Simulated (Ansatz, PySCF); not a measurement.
Gas-phase reaction in SMILES: [Br][Cs] → [Br][Cs] as doublet, charge +1 + e-
Each molecule is optimised on its own at B3LYP-D3(BJ)/def2-TZVP (Ansatz, a quantum-chemistry and plane-wave program). A spin state is the lowest found, not a proven ground state.
Geometry of the first species:
```xyz
2

Cs     0.0000     0.0000    -1.2201
Br     0.0000     0.0000     1.9173
```

Quantity: adiabatic ionisation energy (0 K, with B3LYP-D3(BJ) harmonic zero-point energies from PySCF), in eV. Valence correlation only, unless marked. UHF or UKS for open shells. No spin-orbit coupling. Frozen are the shells of the preceding noble gas and the d and f shells that filled before the atom's block. The outer core of K, Ca and their heavier congeners is not correlated, a term that matters for these elements. In def2 rows, elements after Kr have scalar-relativistic effective core potentials. Basis-set limits of correlation are two-point, X^-3; Hartree-Fock from the larger set.

```tsv
level	program	adiabatic ionisation energy (eV)
PBE-D3(BJ)/def2-TZVPD	Ansatz + dftd3	7.84
BLYP/def2-TZVPD	Ansatz	7.67
revPBE-D4/def2-TZVPD	Ansatz + dftd4	7.69
B97M-V/def2-TZVPD	Ansatz	7.71
BHLYP-D4/def2-TZVPD	Ansatz + dftd4	7.60
r2SCAN0/def2-TZVPD	Ansatz	7.79
HSE06/def2-TZVPD	Ansatz	7.79
LC-wPBE-D3(BJ)/def2-TZVPD	Ansatz + dftd3	7.72
CCSD(T)/CBS(def2-TZVPP,def2-QZVPP)	Ansatz	7.65
```
